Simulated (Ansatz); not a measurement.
Consider the ligand exchange at the Si–C bond: `N=C[SiH2]O` + `[SiH3]S` → `O[SiH2]S[SiH3]` + `C=N`.

Computed with Ansatz on PBE0-D4/def2-TZVP structures; ΔE is electronic, products minus reactants. CBS: MP2 limit from def2 TZ/QZ plus the TZ coupled-cluster correction, frozen cores. This one scheme is used for every species. Functionals use def2-TZVPP. One conformer a species, not always the lowest.

`N=C[SiH2]O`:

Cartesian coordinates in Å:
```
N -0.631 -1.230 -0.762
C 0.100 -0.204 -0.934
Si 0.384 0.815 0.637
O -0.445 0.014 1.798
H -0.774 -1.767 -1.619
H 0.522 0.056 -1.914
H -0.123 2.198 0.441
H 1.838 0.887 0.937
H -0.872 -0.767 1.416
```

`[SiH3]S`:

Cartesian coordinates in Å:
```
Si 0.230 -0.457 0.129
S -1.314 0.829 -0.598
H 1.467 -0.342 -0.685
H -0.328 -1.825 0.011
H 0.562 -0.166 1.547
H -0.617 1.961 -0.403
```

`O[SiH2]S[SiH3]`:

```xyz
10

O    -1.333   -1.259   -0.709
Si   -0.047   -1.457    0.294
S     1.544   -0.102   -0.132
Si    0.434    1.720    0.060
H    -1.169   -1.308   -1.652
H    -0.594   -1.232    1.648
H     0.575   -2.799    0.166
H     1.421    2.791    0.341
H    -0.294    2.040   -1.193
H    -0.537    1.607    1.177
```

`C=N`:

Z-matrix (Å, degrees):
```
C
N 1 1.261
H 1 1.096 2 124.9
H 1 1.092 2 118.8 3 -180.0
H 2 1.021 1 111.0 3 -0.0
```

**Question.** Is it downhill or uphill in electronic energy at CCSD(T)/CBS, and by how much? (Estimate.)

**Answer.** Ansatz gave: Downhill: ΔE = -0.79 eV.

**Question.** What do these levels give: PBE-D4, ωB97X-V, r2SCAN, HF/def2-TZVPP, SCS-MP2/def2-TZVPP, MP2/CBS(def2)? (Best estimate.)

**Answer.** Computed: PBE-D4 -0.77, ωB97X-V -0.76, r2SCAN -0.78, HF/def2-TZVPP -0.76, SCS-MP2/def2-TZVPP -0.79, MP2/CBS(def2) -0.85 eV.

Largest T1 diagnostic among the species: 0.012.

The D4 term adds −0.06 eV with B3LYP and −0.03 eV with PBE0; it sums over pairs of atoms, weighted by their polarisabilities, and B3LYP, whose exchange is more repulsive, gets the larger term.

B3LYP here is the variant with VWN-RPA as its local correlation; programs differ in this.
